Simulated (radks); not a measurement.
Problem. These are the eigenvalues of the occupied orbitals of an atom or ion with whole-number occupations (hartree). All-electron calculation, non-relativistic Kohn-Sham, PBE, spin-polarised, spherical densities, point nucleus. Program: a radial shooting solver on a logarithmic mesh with Libxc functionals.

| orbital | eigenvalue |
|---|---|
| 1s up | -1383.004 |
| 1s down | -1382.631 |
| 2s up | -305.8254 |
| 2s down | -305.2511 |
| 2p up | -297.3024 |
| 2p down | -296.5868 |

Which element is it, and in what charge state? The configuration may be excited. Open shells, if any, are filled with parallel spins first.

Solution. Z = 55, caesium, charge +46: Cs46+ in [He] 2s2 2p5. The list shows which subshells hold electrons but not how many an open one holds; the 1s level, -1383 hartree, gives Z - s = 52.6 by -(Z - s)^2/2, which with screening narrows Z to a few neighbours, and the depths of the outer levels then fix element, charge and occupations together.
